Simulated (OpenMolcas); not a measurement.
# Lines of C III: computed and rescaled rates

```json
{
 "Program": "OpenMolcas",
 "Method": "MS-RASPT2, IPEA 0.25 Eh, imaginary shift 0.1 Eh (closed shells correlated: 1s)",
 "Basis": "ANO-RCC-VQZP [5s4p3d2f1g]",
 "Scalar Hamiltonian": "DKH2, point nucleus",
 "Active space": "2 electrons in 9 orbitals (RAS2 2s 2p; RAS3 3d, at most 2 electrons)",
 "State averaging": "2S+1 = 3 even, 3 roots; 2S+1 = 1 even, 7 roots; 2S+1 = 3 odd, 3 roots; 2S+1 = 1 odd, 3 roots",
 "Spin-orbit coupling": "state interaction with AMFI integrals over the reference wave functions, term energies averaged over their components"
}
```

Rates come from the transition moments of the reference wave functions (E1 and E2 in the length form). At fixed line strength A goes as λ^-3 for E1 and M1 and as λ^-5 for E2, so a rate at the computed wavelength can be rescaled to the measured one. Measured vacuum wavelengths follow from level energies in Moore, Selected Tables of Atomic Spectra, NSRDS-NBS 3, section 3. Branching counts decays inside the model space alone, at computed energies, and the table is only a selection of the E1 lines, drawn from those between levels with measured partners whose computed energy lies within a factor of 1.5 of the measured one.

```csv
Upper,Lower,Type,λ computed (nm),λ measured (nm),A computed (s-1),A rescaled (s-1),Branching %
2p² ¹S₀,2s 2p ¹P°₁,E1,124.2,124.7,1.84e+09,1.82e+09,100.0
2s 2p ¹P°₁,2s² ¹S₀,E1,97.36,97.7,1.80e+09,1.78e+09,100.0
2p² ³P₀,2s 2p ³P°₁,E1,117.5,117.6,1.33e+09,1.33e+09,100.0
2p² ³P₂,2s 2p ³P°₂,E1,117.5,117.6,1.00e+09,9.97e+08,75.0
2p² ³P₁,2s 2p ³P°₂,E1,117.6,117.6,5.54e+08,5.54e+08,41.6
2p² ³P₁,2s 2p ³P°₀,E1,117.4,117.5,4.45e+08,4.44e+08,33.4
2p² ³P₂,2s 2p ³P°₁,E1,117.4,117.5,3.34e+08,3.33e+08,25.0
2p² ³P₁,2s 2p ³P°₁,E1,117.5,117.6,3.33e+08,3.32e+08,25.0
2p² ¹D₂,2s 2p ¹P°₁,E1,230.9,229.8,1.38e+08,1.40e+08,100.0
2s 2p ³P°₁,2s² ¹S₀,E1,191.3,190.9,1.02e+02,,100.0
```

Spin-changing lines and M1 lines between different terms are not rescaled, since their strength hangs on the term gaps too.

The largest correction is for 2p² ¹D₂ → 2s 2p ¹P°₁ (E1): 1.38e+08 × (230.9 / 229.8)^3 = 1.40e+08 s-1, a factor of 1.01.

The computed rate and branching of 2s 2p ¹P°₁ → 2s² ¹S₀ give the upper level a radiative lifetime of 1.000 / 1.80e+09 s-1 = 5.56e-10 s, counting decays inside the model space alone. The rescaled rate gives about 5.6e-10 s.

No measured rate stands beside these. Rescaling mends the energy factor alone: line strengths can still be far off where a level mixes with configurations outside the active space, and weak or spin-changing lines hang on small mixing coefficients that depend on the term gaps too, so rescaling need not improve them.

Active for correlation alone: 3d; no level in the range computed is led by a configuration that fills it, so any true level of that kind is missing. Measured partners are found by configuration, term and J. A level has none where our copy of the source lacks it or the pairing is in doubt (some pairs that miss far off the trend of their configuration count as doubtful). Only configurations of the active space appear.

° marks odd parity.
